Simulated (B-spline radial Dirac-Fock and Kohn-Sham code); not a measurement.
**Ionisation of each subshell: Gd¹³⁺**

System: gadolinium as Gd¹³⁺ in the configuration [Kr] 4d10 4f5; nuclear rms radius 5.1569 fm (A = 158).

Input file task.json (cfg lists n, l and occupation; rrms is the nuclear radius in fm):

```json
{"items": [{
  "Z": 64,
  "q": 13,
  "cfg": [[1, 0, 2], [2, 0, 2], [2, 1, 6], [3, 0, 2], [3, 1, 6], [3, 2, 10], [4, 0, 2], [4, 1, 6], [4, 2, 10], [4, 3, 5]],
  "A": 158,
  "rrms": 5.1569,
  "do": ["binding"]
}]}
```

Launch: `python xray_run.py task.json out`

Calculated with a radial finite-basis atomic code, using multi-electron Dirac-Fock with separately optimised hole states, Breit and Lamb-shift corrections added in first order. Correlation energy is missing from these numbers. Energies are counted from the vacuum level.

All terms are in eV, carry their sign (relaxation lowers the binding energy) and add up to the binding energy; ⟨r⟩ is the mean radius of the orbital in the initial state.

```csv
subshell,−ε (Koopmans),relaxation,Breit,QED,binding energy,⟨r⟩ (bohr)
K (1s),50789.2,-69.50,-142.03,-73.55,50504.1,0.022
L1 (2s),8706.9,-36.41,-14.90,-10.03,8645.5,0.093
L2 (2p1/2),8260.2,-40.44,-24.78,0.36,8195.4,0.078
L3 (2p3/2),7562.3,-38.32,-15.77,-0.73,7507.5,0.084
M1 (3s),2168.3,-15.53,-2.55,-2.23,2147.9,0.243
M2 (3p1/2),1974.6,-16.28,-4.40,0.04,1953.9,0.233
M3 (3p3/2),1828.4,-15.34,-2.57,-0.17,1810.3,0.246
M4 (3d3/2),1498.7,-17.40,-1.77,0.18,1479.7,0.218
M5 (3d5/2),1467.3,-17.04,-1.07,0.09,1449.3,0.222
N1 (4s),645.6,-3.72,-0.56,-0.53,640.8,0.549
N2 (4p1/2),568.1,-3.60,-0.93,0.01,563.5,0.560
N3 (4p3/2),534.5,-3.21,-0.51,-0.04,530.8,0.586
N4 (4d3/2),404.6,-2.97,-0.27,0.03,401.4,0.612
N5 (4d5/2),398.4,-2.84,-0.13,0.02,395.4,0.621
"N6,7 (4f)",249.1,-2.27,0.07,0.02,246.9,0.687
```

For the deepest level, K (1s), the Breit terms make up -0.281 % of the binding energy, QED -0.146 % and orbital relaxation -0.138 %.

Spin-orbit splittings: 2p 687.9 eV, 3p 143.6 eV, 3d 30.45 eV, 4p 32.77 eV, 4d 6.00 eV.
